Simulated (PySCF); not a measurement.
A side-by-side comparison of computed properties.

First species: C₆H₁₂N₂.
Geometry (GFN2-xTB, Å), atoms numbered from 1 in this order:
```
atom  x, y, z in Å
N1    -2.5930   -0.7080    1.5372
C2    -1.1718   -0.7445    1.2331
C3    -0.7076    0.3204    0.2541
C4    -0.9516    0.1202   -1.2302
C5     0.4174    0.0518   -0.6707
C6     1.5672   -0.8878   -0.7166
C7     1.7766    0.5912   -0.9449
N8     2.5163    1.3562    0.0176
H9    -3.1315   -0.8179    0.6837
H10   -2.8413    0.1906    1.9389
H11   -0.9446   -1.7329    0.8250
H12   -0.6318   -0.6352    2.1794
H13   -0.8153    1.3348    0.6316
H14   -1.4220   -0.8019   -1.5444
H15   -1.2296    0.9754   -1.8309
H16    1.9213   -1.3079    0.2144
H17    1.6626   -1.5574   -1.5588
H18    1.9959    0.9160   -1.9570
H19    2.3323    1.0134    0.9547
H20    2.2453    2.3341   -0.0190
```

Second species: C4H9NSSi2.
SMILES: `C1[SiH2][C@H]([Si@@H]1C#N)SC`

Levels: PBE0/def2-SVPD for dipole moment, HOMO energy, LUMO energy, HOMO–LUMO gap, static isotropic polarisability and electronic spatial extent ⟨r²⟩ about the centre of nuclear charge; TDDFT PBE0/def2-SVPD for lowest singlet excitation; TDA PBE0/def2-SVPD for lowest triplet excitation (Tamm–Dancoff); GFN2-xTB for rotational constant A and rotational constant C. Geometries: GFN2-xTB. Each structure is a single optimised conformer of the isolated species, non-relativistic unless stated; the electronic structure was computed with PySCF and density fitting.

The conformers computed, where there is a choice (atom-mapped SMILES and torsion angles):
- `[NH2:1][CH2:2][C@@H:3]1[CH2:4][C@:5]12[CH2:6][C@@H:7]2[NH2:8]`: N1–C2–C3–C4 -79°, H–N1–C2–C3 59°, H–N1–C2–C3 -59°, H–N8–C7–C6 -35°, H–N8–C7–C6 -155°
- `[CH3:1][S:2][C@@H:3]1[SiH2:4][CH2:5][Si@H:6]1[C:7]#[N:8]`: C1–S2–C3–Si4 -74°

Which of the two has the higher static isotropic polarisability, and by how much?

The second: 122.1 au against 86.5 au, a difference of 35.6 au.

Which of the two has the higher rotational constant A, and by how much?

The first: 4.172 GHz against 1.812 GHz, a difference of 2.360 GHz.

Which has the higher LUMO energy?

The first: 0.61 eV against -1.13 eV, a difference of 1.74 eV.

Which of the two has the higher dipole moment, and by how much?

The second: 3.84 D against 1.55 D, a difference of 2.29 D.

Which has the higher T1 energy?

The first: 5.67 eV against 4.20 eV, a difference of 1.47 eV.

Which has the higher S1 energy?

The first: 5.89 eV against 4.33 eV, a difference of 1.56 eV.

Which has the higher HOMO–LUMO gap?

The first: 7.04 eV against 5.32 eV, a difference of 1.72 eV.

Which has the higher rotational constant C?

The first: 1.074 GHz against 0.641 GHz, a difference of 0.433 GHz.

On the first: The vertical singlet–triplet gap S1 − T1 is 0.22 eV (TDDFT singlet less Tamm–Dancoff triplet; S1: HOMO→LUMO, weight 0.84; T1: HOMO→LUMO, weight 0.74). The polarisability is 12.82 Å³ as a volume (1 au = 0.148185 Å³), or 1.40 au for each of the 62 electrons.

On the second: The 8 singlets span 4.33 to 6.33 eV, and their oscillator strengths add up to 0.07. A dipole of 3.84 D is allowed in C1, and pure rotational transitions are dipole-allowed.
